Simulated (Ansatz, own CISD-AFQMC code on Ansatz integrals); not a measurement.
Isomers of CH7BSi. Gas-phase values, no solvent. One relaxed conformer stands for each flexible species; it need not be the lowest. Strings in code marks are SMILES.

Quantity: electronic energy of isomers of CH7BSi relative to `BC[SiH3]`; case `CB[SiH3]`. Reference level: composite: frozen-core CCSD(T) with HF/cc-pVQZ and the correlation energy extrapolated as X^-3 from cc-pVTZ and cc-pVQZ, plus phaseless AFQMC minus CCSD(T) in cc-pVDZ // PBE0-D3(BJ)/def2-TZVP (Ansatz, an electronic-structure program), which gives 7.47 kcal/mol and has limits of its own. AFQMC values (own CISD-AFQMC code on Ansatz integrals) carry a statistical error of up to ±0.28 kcal/mol (one standard error) and the bias of the phaseless constraint. All levels are single points in Ansatz, each species at its own geometry of the level named after //, DFT without a dispersion term. Costs are rough core-time ratios to PBE, each species on one shared machine, summed over the species compared; in molecules this small the fixed start-up share makes them lower than scaling laws suggest.

Geometry of `CB[SiH3]` (neutral, multiplicity 1):

Cartesian coordinates (Å):
SMILES: CB[SiH3]
```xyz
10

C     -1.5659    -0.1698    -0.1169
B     -0.2593     0.6467     0.0507
Si     1.5865    -0.1658     0.1397
H     -1.5130    -1.2246     0.1574
H     -2.4554     0.2934     0.3162
H     -1.7279    -0.1465    -1.2106
H     -0.3320     1.8453     0.0874
H      2.1357     0.0750     1.5080
H      2.5183     0.4825    -0.8272
H      1.6131    -1.6361    -0.1049
```
Charge 0, spin multiplicity 1.

```json
[
 {"level": "LDA/cc-pVTZ", "cost relative to PBE": "0.6", "difference from the reference (kcal/mol)": "-2.49"},
 {"level": "BLYP/cc-pVTZ", "cost relative to PBE": "0.9", "difference from the reference (kcal/mol)": "-2.19"},
 {"level": "PBE/cc-pVTZ", "cost relative to PBE": "1", "difference from the reference (kcal/mol)": "-2.89"},
 {"level": "PBE0/cc-pVTZ", "cost relative to PBE": "1", "difference from the reference (kcal/mol)": "-2.02"},
 {"level": "HSE06/cc-pVTZ", "cost relative to PBE": "1", "difference from the reference (kcal/mol)": "-1.99"},
 {"level": "LC-ωPBE/cc-pVTZ", "cost relative to PBE": "1", "difference from the reference (kcal/mol)": "-1.34"},
 {"level": "frozen-core CCSD(T)/cc-pVDZ", "cost relative to PBE": "1", "difference from the reference (kcal/mol)": "-2.22"},
 {"level": "r2SCAN/cc-pVTZ", "cost relative to PBE": "2", "difference from the reference (kcal/mol)": "-1.19"},
 {"level": "r2SCAN0/cc-pVTZ", "cost relative to PBE": "2", "difference from the reference (kcal/mol)": "-0.71"}
]
```
